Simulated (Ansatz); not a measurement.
Q: Name a neutral molecule of B, C, O, Si and H with LUMO energy (ωB97M-V/def2-TZVPP) between 0.85 and 1.15 eV and HOMO–LUMO gap (PBE0/def2-TZVPP) between 5.60 and 5.90 eV (Ansatz, PBE0-D4/def2-TZVP geometry).

A: `C[Si]1([SiH3])BO1` (0.91 eV, 5.71 eV); `OC[SiH]1BO1` (0.90 eV, 5.87 eV). Other molecules can fit too; these were computed, each in one conformer that needn't be the lowest.
